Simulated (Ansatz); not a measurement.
Relaxation of H₇N₂SbSi (11 atoms, charge 0, multiplicity 1), to a largest force component of 0.015 eV/Å in at most 40 steps.

The calculation used Ansatz, RKS PBE-D4/def2-SVP.

```xyz
11
Properties=species:S:1:pos:R:3:forces:R:3
N -1.707 0.693 0.138 -1.54 2.56 -0.29
Si 0.000 0.414 0.083 0.37 -0.27 0.45
N 0.370 -0.877 1.236 2.23 0.50 1.64
Sb 0.739 -0.303 -2.238 0.11 0.60 -0.77
H -1.932 1.514 -0.559 0.31 -1.80 1.32
H -1.972 1.118 1.080 0.18 -0.60 -1.03
H 0.763 1.644 0.443 0.37 0.50 -0.04
H 1.477 -0.994 1.202 -2.51 0.12 0.23
H 0.189 -0.489 2.243 0.38 -0.85 -1.81
H -0.595 -1.363 -2.383 -0.29 -0.10 -0.02
H -0.182 1.095 -2.926 0.38 -0.66 0.32
```

Problem. Where does it end, and by what steps?

Solution. It converged. After 21 steps the energy has fallen by 0.676 eV; H9 moved furthest, 1.20 Å.

```json
{"step": "0", "energy less start (eV)": "0.0000", "largest force component (eV/Å)": "2.560", "accepted": "yes"}
{"step": "1", "energy less start (eV)": "-0.2988", "largest force component (eV/Å)": "1.229", "accepted": "yes"}
{"step": "2", "energy less start (eV)": "-0.4017", "largest force component (eV/Å)": "0.705", "accepted": "yes"}
{"step": "3", "energy less start (eV)": "-0.4550", "largest force component (eV/Å)": "0.306", "accepted": "yes"}
{"step": "4", "energy less start (eV)": "-0.5157", "largest force component (eV/Å)": "0.154", "accepted": "yes"}
{"step": "5", "energy less start (eV)": "-0.5398", "largest force component (eV/Å)": "0.323", "accepted": "yes"}
{"step": "6", "energy less start (eV)": "-0.5582", "largest force component (eV/Å)": "0.179", "accepted": "yes"}
{"step": "7", "energy less start (eV)": "-0.5575", "largest force component (eV/Å)": "0.356", "accepted": "no"}
{"step": "8", "energy less start (eV)": "-0.5615", "largest force component (eV/Å)": "0.123", "accepted": "yes"}
{"step": "9", "energy less start (eV)": "-0.5634", "largest force component (eV/Å)": "0.211", "accepted": "yes"}
{"step": "10", "energy less start (eV)": "-0.5663", "largest force component (eV/Å)": "0.391", "accepted": "yes"}
{"step": "11", "energy less start (eV)": "-0.5743", "largest force component (eV/Å)": "0.351", "accepted": "yes"}
{"step": "12", "energy less start (eV)": "-0.5604", "largest force component (eV/Å)": "1.517", "accepted": "no"}
{"step": "13", "energy less start (eV)": "-0.5908", "largest force component (eV/Å)": "0.291", "accepted": "yes"}
{"step": "14", "energy less start (eV)": "-0.6101", "largest force component (eV/Å)": "0.596", "accepted": "yes"}
{"step": "15", "energy less start (eV)": "-0.6499", "largest force component (eV/Å)": "0.257", "accepted": "yes"}
{"step": "16", "energy less start (eV)": "-0.6295", "largest force component (eV/Å)": "1.467", "accepted": "no"}
{"step": "17", "energy less start (eV)": "-0.6668", "largest force component (eV/Å)": "0.161", "accepted": "yes"}
{"step": "18", "energy less start (eV)": "-0.6708", "largest force component (eV/Å)": "0.191", "accepted": "yes"}
{"step": "19", "energy less start (eV)": "-0.6738", "largest force component (eV/Å)": "0.122", "accepted": "yes"}
{"step": "20", "energy less start (eV)": "-0.6755", "largest force component (eV/Å)": "0.103", "accepted": "yes"}
{"step": "21", "energy less start (eV)": "-0.6765", "largest force component (eV/Å)": "0.013", "accepted": "yes"}
```

```xyz
11
Properties=species:S:1:pos:R:3
N -1.569 0.857 0.205
Si 0.137 0.538 0.131
N 0.494 -0.525 1.464
Sb 0.610 -0.345 -2.303
H -2.062 1.155 -0.639
H -1.962 1.290 1.046
H 1.103 1.687 0.339
H 1.458 -0.589 1.798
H 0.029 -1.436 1.515
H -0.887 -1.223 -2.270
H -0.200 1.041 -2.969
```

Whether the end is a true minimum wasn't checked by a vibrational analysis.

Time of the run: 49 s on 2 threads of Arm Neoverse V1 (shared host), peak memory 0.15 GiB.
